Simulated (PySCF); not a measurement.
SMILES C/N=C\[SiH2]P, C2H8NPSi

Geometry:
```csv
atom,x (Å),y (Å),z (Å)
C1,1.936,0.603,0.197
N2,1.589,-0.253,-0.885
C3,0.485,-0.850,-0.929
Si4,-0.974,-0.841,0.313
P5,-1.850,1.218,0.447
H6,2.803,0.176,0.703
H7,1.123,0.753,0.922
H8,2.238,1.564,-0.220
H9,0.347,-1.467,-1.815
H10,-1.914,-1.850,-0.191
H11,-0.562,-1.209,1.672
H12,-3.147,0.798,0.678
H13,-2.076,1.357,-0.912
```

Computed, not measured: TDDFT PBE0/def2-SVPD excited states, vertical, gas phase in PySCF 2.14.0. Geometry: GFN2-xTB.

Problem. Give the one- and two-photon strengths of the lowest singlets.

Solution. δ for parallel linear polarisation; σ at the peak of a Lorentzian of half width 0.1 eV, single beam; Ω is circular over linear.
```tsv
state	E (eV)	f	photon λ (nm)	δ (au)	σ (GM)	Ω	main
S1	3.97	0.001	625	0.81	0.01	1.20	HOMO→LUMO 0.97
S2	5.47	0.054	453	177	1.94	0.65	HOMO−1→LUMO 0.96
S3	5.95	0.016	417	42.2	0.55	0.77	HOMO→LUMO+1 0.96
S4	6.27	0.018	396	100	1.44	0.48	HOMO→LUMO+2 0.76, HOMO−1→LUMO+1 0.15
S5	6.43	0.039	386	29.9	0.45	1.46	HOMO−1→LUMO+1 0.49, HOMO−1→LUMO+2 0.20
```

Among these, the strongest one-photon state is S2, the strongest two-photon state S2, with a dipole change of 6.8 D (relaxed, norm of the difference vector).
